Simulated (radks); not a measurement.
Problem. These are the eigenvalues of the occupied orbitals of an atom or ion with whole-number occupations (hartree). All-electron calculation, scalar-relativistic Kohn-Sham, BLYP, spin-unpolarised, spherical densities, finite nucleus; Fermi nuclear charge, rms radius of each element as measured or else 0.836 A^(1/3) + 0.57 fm. Program: a radial shooting solver on a logarithmic mesh with Libxc functionals.

| orbital | eigenvalue |
|---|---|
| 1s | -202.4867 |
| 2s | -27.33347 |
| 2p | -23.70182 |
| 3s | -7.05350 |
| 3p | -6.03334 |

Which element is it, and in what charge state? The configuration may be excited.

Solution. Z = 23, vanadium, charge +7: V7+ in [Ne] 3s2 3p4. The list shows which subshells hold electrons but not how many an open one holds; the 1s level, -202.49 hartree, gives Z - s = 20.1 by -(Z - s)^2/2, which with screening and relativity narrows Z to a few neighbours, and the depths of the outer levels then fix element, charge and occupations together.
